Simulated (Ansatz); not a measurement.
`CC[N](C)[Al]([Cl])[Cl]` at its PBE0-D4/def2-TZVP geometry, where that method's forces vanish. The species carries charge 0 and has multiplicity 1.

```
atom   x (Å)   y (Å)   z (Å)
  C1  -0.715   1.282  -1.322
  C2   0.045   1.054  -0.036
  N3   0.195  -0.333   0.359
  C4   0.939  -0.428   1.602
 Al5  -0.368  -1.809  -0.420
 Cl6  -1.449  -1.953  -2.199
 Cl7   0.072  -3.633   0.503
  H8  -1.737   0.900  -1.263
  H9  -0.225   0.805  -2.173
 H10  -0.771   2.353  -1.527
 H11  -0.455   1.599   0.779
 H12   1.045   1.504  -0.125
 H13   0.424   0.110   2.410
 H14   1.938   0.014   1.497
 H15   1.061  -1.465   1.915
```

(1) For each bond, give half the difference of the two atoms' forces along it (eV/Å; positive pushes the atoms apart) under PBE-D4, r2SCAN-D4, B3LYP-D4, ωB97M-V in def2-TZVPP. (Estimate.)

Results:

(1) Ansatz gave: 
```tsv
bond	length (Å)	PBE-D4	r2SCAN-D4	B3LYP-D4	ωB97M-V
C1–C2	1.511	-0.04	0.07	0.15	0.17
C1–H8	1.092	0.10	-0.03	-0.07	-0.07
C1–H9	1.092	0.10	-0.03	-0.07	-0.07
C1–H10	1.092	0.10	-0.04	-0.08	-0.07
C2–N3	1.450	0.04	0.15	0.18	0.18
C2–H11	1.101	0.12	-0.05	-0.11	-0.14
C2–H12	1.101	0.12	-0.05	-0.11	-0.14
N3–C4	1.452	0.06	0.20	0.23	0.25
N3–Al5	1.761	0.08	-0.07	-0.12	-0.16
C4–H13	1.098	0.11	-0.04	-0.08	-0.10
C4–H14	1.098	0.11	-0.04	-0.08	-0.10
C4–H15	1.090	0.07	-0.07	-0.13	-0.10
Al5–Cl6	2.086	0.08	0.01	0.07	0.04
Al5–Cl7	2.092	0.10	0.01	0.08	0.03
```

B3LYP here is the variant with VWN-RPA as its local correlation; programs differ in this.
